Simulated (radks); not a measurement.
Results of a calculation; reference values are marked as such.
Isoelectronic series with 14 electrons, each ion in its NIST ground configuration. Code: a radial shooting solver on a logarithmic mesh with Libxc functionals. Model: Dirac Kohn-Sham, LDA (Slater exchange, Perdew-Wang correlation), spin-unpolarised, spherical densities, finite nucleus; open shells are shared between the two j in proportion to 2j + 1; Fermi nuclear charge, rms radius of each element as measured or else 0.836 A^(1/3) + 0.57 fm. Total energies (hartree) and mean radii <r> (bohr):

| ion | configuration | E (hartree) | 3p3/2 | 3p1/2 | 3s1/2 |
|---|---|---|---|---|---|
| Si | [Ne] 3s2 3p2 | -288.82177 | 2.797 | 2.787 | 2.158 |
| P+ | [Ne] 3s2 3p2 | -340.42819 | 2.136 | 2.129 | 1.818 |
| S2+ | [Ne] 3s2 3p2 | -396.57478 | 1.765 | 1.759 | 1.576 |
| Cl3+ | [Ne] 3s2 3p2 | -457.25561 | 1.517 | 1.511 | 1.395 |
| Ar4+ | [Ne] 3s2 3p2 | -522.47197 | 1.335 | 1.330 | 1.254 |
| K5+ | [Ne] 3s2 3p2 | -592.22885 | 1.195 | 1.190 | 1.140 |
| Ca6+ | [Ne] 3s2 3p2 | -666.53356 | 1.084 | 1.079 | 1.046 |
| Sc7+ | [Ne] 3s2 3p2 | -745.39511 | 0.9920 | 0.9872 | 0.9663 |
| Ti8+ | [Ne] 3s2 3p2 | -828.82391 | 0.9153 | 0.9105 | 0.8984 |
| V9+ | [Ne] 3s2 3p2 | -916.83150 | 0.8500 | 0.8452 | 0.8397 |
| Cr10+ | [Ne] 3s2 3p2 | -1009.43034 | 0.7937 | 0.7889 | 0.7882 |
| Mn11+ | [Ne] 3s2 3p2 | -1106.63388 | 0.7446 | 0.7397 | 0.7428 |
| Fe12+ | [Ne] 3s2 3p2 | -1208.45659 | 0.7014 | 0.6964 | 0.7024 |
| Co13+ | [Ne] 3s2 3p2 | -1314.91362 | 0.6630 | 0.6579 | 0.6662 |
| Ni14+ | [Ne] 3s2 3p2 | -1426.02129 | 0.6286 | 0.6235 | 0.6335 |
| Cu15+ | [Ne] 3s2 3p2 | -1541.79600 | 0.5977 | 0.5924 | 0.6039 |
| Zn16+ | [Ne] 3s2 3p2 | -1662.25611 | 0.5697 | 0.5644 | 0.5769 |
| Ga17+ | [Ne] 3s2 3p2 | -1787.41997 | 0.5442 | 0.5388 | 0.5522 |
| Ge18+ | [Ne] 3s2 3p2 | -1917.30714 | 0.5210 | 0.5154 | 0.5295 |
| As19+ | [Ne] 3s2 3p2 | -2051.93844 | 0.4996 | 0.4940 | 0.5085 |
| Se20+ | [Ne] 3s2 3p2 | -2191.33472 | 0.4800 | 0.4742 | 0.4891 |
| Br21+ | [Ne] 3s2 3p2 | -2335.51851 | 0.4618 | 0.4559 | 0.4711 |
| Kr22+ | [Ne] 3s2 3p2 | -2484.51276 | 0.4449 | 0.4390 | 0.4544 |
